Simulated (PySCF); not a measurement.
Cd(F)(SMe) (CH3CdFS), SMILES [S]([Cd][F])C.

The structure is a stationary point at B3LYP-D3(BJ)/def2-SVP. The def2 effective core potentials stand for the cores of Cd; spin–orbit coupling is left out. One conformer was computed; it need not be the lowest.

Computed with PySCF with PBE/def2-TZVPD.

Computed frontier levels, gap, dipole moment and polarisability:
```json
{
  "highest_occupied_level": "-5.90 eV",
  "lowest_empty_level": "-2.71 eV",
  "orbital_gap": "3.19 eV",
  "dipole_moment": "2.74 D",
  "quadrupole, principal values (traceless, Buckingham form, about the centre of nuclear charge)": "-13.80, 3.71, 10.09 D·Å",
  "mean_static_polarisability": "69.6 bohr³ (10.31 Å³)",
  "polarisability_principal_values": "52.6, 60.2, 96.0 bohr³"
}
```
